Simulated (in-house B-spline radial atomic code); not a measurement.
Orbital energies and mean radii along the 22-electron series, configuration [Ar] 3d4. The effective charge is n√(-2ε), a non-relativistic measure. Computed with a radial B-spline atomic code at the basis-set limit: non-relativistic Hartree-Fock, average of the configuration, point nuclei.

This level leaves out relativity, spin-orbit splitting included, which matters for heavy ions.

```tsv
ion	Z	energy of 1s (Eh)	mean radius of 1s (bohr)	energy of 3d (Eh)	mean radius of 3d (bohr)	effective charge of 1s
Sb29+	51	-1132.91	0.029816	-62.253	0.27431	47.601
Te30+	52	-1180.7	0.029235	-66.093	0.26719	48.594
I31+	53	-1229.49	0.028677	-70.045	0.26044	49.588
Xe32+	54	-1279.27	0.02814	-74.108	0.25402	50.582
Cs33+	55	?	?	?	?	?
Ba34+	56	?	?	?	?	?
La35+	57	?	?	?	?	?
Ce36+	58	-1488.43	0.026178	-91.475	0.23128	54.561
Pr37+	59	-1543.22	0.025729	-96.095	0.22623	55.556
Nd38+	60	-1599	0.025296	-100.83	0.22139	56.551
Pm39+	61	-1655.79	0.024877	-105.67	0.21676	57.546
Sm40+	62	-1713.58	0.024471	-110.62	0.21232	58.542
```

Q: Fill in the row of Cs33+.

A: energy of 1s (Eh): -1330.06; mean radius of 1s (bohr): 0.027622; energy of 3d (Eh): -78.283; mean radius of 3d (bohr): 0.24792; effective charge of 1s: 51.576.

Q: Fill in the row of Ba34+.

A: energy of 1s (Eh): -1381.85; mean radius of 1s (bohr): 0.027123; energy of 3d (Eh): -82.569; mean radius of 3d (bohr): 0.24211; effective charge of 1s: 52.571.

Q: Fill in the row of La35+.

A: energy of 1s (Eh): -1434.64; mean radius of 1s (bohr): 0.026642; energy of 3d (Eh): -86.966; mean radius of 3d (bohr): 0.23657; effective charge of 1s: 53.566.

Q: How does the screening of 1s change?

A: Z less the effective charge goes from 3.40 at Z = 51 to 3.46 at Z = 62.
